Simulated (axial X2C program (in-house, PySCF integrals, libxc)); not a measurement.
**What spin–orbit coupling does to SnPt**

Computed with an in-house relativistic program for diatomic molecules. Spin-free means the one-electron spin-free X2C Hamiltonian; two-component (2c) means X2C with spin–orbit coupling and atomic mean-field two-electron Coulomb and Gaunt terms, so the difference of the two also holds small scalar two-electron terms. Basis: Pt dyall-v2z [11s12p9d5f], Sn dyall-v2z [9s9p7d] (cores contracted in-house); Gaussian nuclei, density fitting, unrestricted open shells. Masses: Pt 194.965 u, Sn 119.902 u.

Spin-free state: M_S = 0, Λ = 0 (closed shell); fragments Pt + Sn.

```tsv
level	Re (Å)	ωe (cm⁻¹)	De (eV)	μ (D)
PBE0	2.368	279.5	3.884	1.83
BLYP	2.414	256.2	4.579	2.41
M06	2.412	256.1	3.927	2.34
```

Dipoles are positive if Sn is the positive end.

Two-component determinant lowest at the distance of the search:

Ω = 0 (closed shell); fragments Pt + Sn.

```json
{"level": "PBE0", "Re (Å)": "2.375", "ωe (cm⁻¹)": "274.3", "μ (D)": "1.73"}
{"level": "BLYP", "Re (Å)": "2.426", "ωe (cm⁻¹)": "248.0", "μ (D)": "2.27"}
{"level": "M06", "Re (Å)": "2.421", "ωe (cm⁻¹)": "250.5", "μ (D)": "2.25"}
```

**Question.** From the two tables, how do the constants change at the PBE0 level (2c against spin-free)?

**Answer.** At the PBE0 level Re goes up by 0.007 Å and ωe goes down by 5.2 cm⁻¹.

Occupations by symmetry block were frozen at the best pattern of an incomplete PBE0 search. Closed shells are restricted here (equal orbitals for both partners); the stretched side of such a curve lies too high. Dissociation energies refer to the lowest single-determinant-based atoms at the same level and basis. De is not given where an atomic determinant may have missed its ground term or J level, or where the truncated virtual space spoils (T). The functionals have no current-density term, which raises determinants with orbital currents, atoms included.
